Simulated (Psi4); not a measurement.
AgI, singlet, geometry from GFN2-xTB (such geometries of metal compounds can be far from the true shape) (core potentials on Ag, I); HF/def2-SVP in Psi4.

Psi4 was given this input:
```
memory 2 GB

molecule {
0 1
Ag   -0.00000000   -0.00000000   -1.36117526
I     0.00000000    0.00000000    1.20707995
}

set {
  basis def2-svp
}

energy('scf')
print_variables()
```

### Question
Predict the main parts of the log of this Psi4 run.

### Answer

```
   => Loading Basis Set <=

    Name: DEF2-SVP
    Role: ORBITAL
    Keyword: BASIS

    !!!  WARNING: ECP capability is in beta. Please check occupations closely.  !!!

         ---------------------------------------------------------
                                   SCF
               by Justin Turney, Rob Parrish, Andy Simmonett
                          and Daniel G. A. Smith
                              RHF Reference
         ---------------------------------------------------------

  ==> Geometry <==

    Molecular point group: c2v
    Full point group: C_inf_v

    Geometry (in Angstrom), charge = 0, multiplicity = 1:

       Center              X                  Y                   Z               Mass
    ------------   -----------------  -----------------  -----------------  -----------------
         AG           0.000000000000     0.000000000000    -1.393968092026   106.905091600000
         I            0.000000000000     0.000000000000     1.174287117974   126.904471900000

  Running in c2v symmetry.

  Rotational constants: A = ************  B =      0.04405  C =      0.04405 [cm^-1]
  Rotational constants: A = ************  B =   1320.46775  C =   1320.46775 [MHz]
  Nuclear repulsion =   97.871572143428082

  Charge       = 0
  Multiplicity = 1
  Electrons    = 44
  Nalpha       = 22
  Nbeta        = 22

  ==> Algorithm <==

  SCF Algorithm Type is DF.
  DIIS enabled.
  MOM disabled.
  Fractional occupation disabled.
  Guess Type is SAD.
  Energy threshold   = 1.00e-06
  Density threshold  = 1.00e-06
  Integral threshold = 1.00e-12

  ==> Primary Basis <==

  Basis Set: DEF2-SVP
    Blend: DEF2-SVP
    Number of shells: 21
    Number of basis functions: 57
    Number of Cartesian functions: 64
    Spherical Harmonics?: true
    Max angular momentum: 3

  Core potential: DEF2-SVP
    Number of shells: 8
    Number of ECP primitives: 43
    Number of ECP core electrons: 56
    Max angular momentum: 3

   => Loading Basis Set <=

    Name: (DEF2-SVP AUX)
    Role: JKFIT
    Keyword: DF_BASIS_SCF

  ==> Integral Setup <==

  SCF_SUBTYPE=INCORE selected. In-core MEM_DF algorithm will be used.
  Using in-core AOs.

  ==> MemDFJK: Density-Fitted J/K Matrices <==

    J tasked:                   Yes
    K tasked:                   Yes
    wK tasked:                   No
    Algorithm:                 Core
    Schwarz Cutoff:           1E-12
    Mask sparsity (%):       0.1847
    Fitting Condition:        1E-10

   => Auxiliary Basis Set <=

  Basis Set: (DEF2-SVP AUX)
    Blend: DEF2-UNIVERSAL-JKFIT
    Number of shells: 95
    Number of basis functions: 473
    Number of Cartesian functions: 693
    Spherical Harmonics?: true
    Max angular momentum: 6

  Minimum eigenvalue in the overlap matrix is 2.4063875436E-02.
  Reciprocal condition number of the overlap matrix is 6.7411600733E-03.
    Using symmetric orthogonalization.

  ==> Pre-Iterations <==

  SCF Guess: Superposition of Atomic Densities via on-the-fly atomic UHF (no occupation information).

   -------------------------
    Irrep   Nso     Nmo
   -------------------------
     A1        26      26
     A2         5       5
     B1        13      13
     B2        13      13
   -------------------------
    Total      57      57
   -------------------------

  ==> Iterations <==

                           Total Energy        Delta E     RMS |[F,P]|

   @DF-RHF iter SAD:  -438.93484798565339   -4.38935e+02   0.00000e+00
   @DF-RHF iter   1:  -442.62834900659487   -3.69350e+00   1.54165e-02 ADIIS/DIIS
   @DF-RHF iter   2:  -442.77085317363412   -1.42504e-01   7.87376e-03 ADIIS/DIIS
   @DF-RHF iter   3:  -442.79663357252167   -2.57804e-02   7.59610e-04 ADIIS/DIIS
   @DF-RHF iter   4:  -442.79720502023832   -5.71448e-04   3.12326e-04 ADIIS/DIIS
   @DF-RHF iter   5:  -442.79732873186521   -1.23712e-04   1.39504e-04 ADIIS/DIIS
   @DF-RHF iter   6:  -442.79736777807193   -3.90462e-05   4.56961e-05 DIIS
   @DF-RHF iter   7:  -442.79737466485290   -6.88678e-06   1.43907e-05 DIIS
   @DF-RHF iter   8:  -442.79737515790356   -4.93051e-07   4.51076e-06 DIIS
   @DF-RHF iter   9:  -442.79737522384568   -6.59421e-08   6.00120e-07 DIIS
  Energy and wave function converged.

  ==> Post-Iterations <==

    Orbital Energies [Eh]
    ---------------------

    Doubly Occupied:

       1A1    -7.675332     2A1    -5.527698     1B1    -5.521696
       1B2    -5.521696     3A1    -4.386183     4A1    -2.839200
       2B2    -2.835112     2B1    -2.835112     5A1    -2.222097
       3B1    -2.219559     3B2    -2.219559     6A1    -2.213567
       1A2    -2.213567     7A1    -0.828996     8A1    -0.571027
       4B1    -0.570789     4B2    -0.570789     9A1    -0.563719
       2A2    -0.563719    10A1    -0.352287     5B2    -0.323866
       5B1    -0.323866

    Virtual:

      11A1    -0.018732     6B2     0.062047     6B1     0.062047
      12A1     0.115439    13A1     0.181077    14A1     0.440146
       7B2     0.441720     7B1     0.441720    15A1     0.524293
       8B2     0.538282     8B1     0.538282    16A1     0.555897
       3A2     0.555897    17A1     0.609133     9B2     0.637867
       9B1     0.637867    18A1     0.689500     4A2     0.689500
      19A1     0.808347    10B2     0.849987    10B1     0.849987
      20A1     1.141908    21A1     2.360486    22A1     2.940952
       5A2     2.940952    11B2     2.942658    11B1     2.942658
      12B2     2.943100    12B1     2.943100    23A1     2.961141
      13B1    19.251554    13B2    19.251554    24A1    19.410080
      25A1    54.250830    26A1    56.633817

    Final Occupation by Irrep:
             A1    A2    B1    B2
    DOCC [    10,    2,    5,    5 ]
    NA   [    10,    2,    5,    5 ]
    NB   [    10,    2,    5,    5 ]

  @DF-RHF Final Energy:  -442.79737522384568

   => Energetics <=

    Nuclear Repulsion Energy =             97.8715721434280823
    One-Electron Energy =                -975.5390305383216401
    Two-Electron Energy =                 434.8700831710478383
    Total Energy =                       -442.7973752238456768

Computation Completed

Properties will be evaluated at   0.000000,   0.000000,   0.000000 [a0]

Properties computed using the SCF density matrix

 Multipole Moments:

 ------------------------------------------------------------------------------------
     Multipole            Electronic (a.u.)      Nuclear  (a.u.)        Total (a.u.)
 ------------------------------------------------------------------------------------

 L = 1.  Multiply by 2.5417464519 to convert [e a0] to [Debye]
 Dipole X            :          0.0000000            0.0000000            0.0000000
 Dipole Y            :          0.0000000            0.0000000            0.0000000
 Dipole Z            :         -8.1089979            5.4268856           -2.6821123
 Magnitude           :                                                    2.6821123

 ------------------------------------------------------------------------------------

  Variable Map:
  ----------------------------------------------------------------------------
  "CURRENT ENERGY"           =>    -442.797375223846
  "CURRENT REFERENCE ENERGY" =>    -442.797375223846
  "DD SOLVATION ENERGY"      =>       0.000000000000
  "HF KINETIC ENERGY"        =>     170.373214622613
  "HF POTENTIAL ENERGY"      =>    -613.170589846458
  "HF TOTAL ENERGY"          =>    -442.797375223846
  "HF VIRIAL RATIO"          =>       3.598984683154
  "NUCLEAR REPULSION ENERGY" =>      97.871572143428
  "ONE-ELECTRON ENERGY"      =>    -975.539030538322
  "PCM POLARIZATION ENERGY"  =>       0.000000000000
  "PE ENERGY"                =>       0.000000000000
  "SCF ITERATION ENERGY"     =>    -442.797375223846
  "SCF ITERATIONS"           =>       9.000000000000
  "SCF TOTAL ENERGY"         =>    -442.797375223846
  "TWO-ELECTRON ENERGY"      =>     434.870083171048

  Array Variable Map:
  ----------------------------------------------------------------------------
  "CURRENT DIPOLE"           =>       0.000000000000 ... -2.682112313886 1 by 3
  "SCF DIPOLE"               =>       0.000000000000 ... -2.682112313886 1 by 3
  "SCF TOTAL ENERGIES"       =>    -438.934847985653 ... -442.797375223846 1 by 10
```
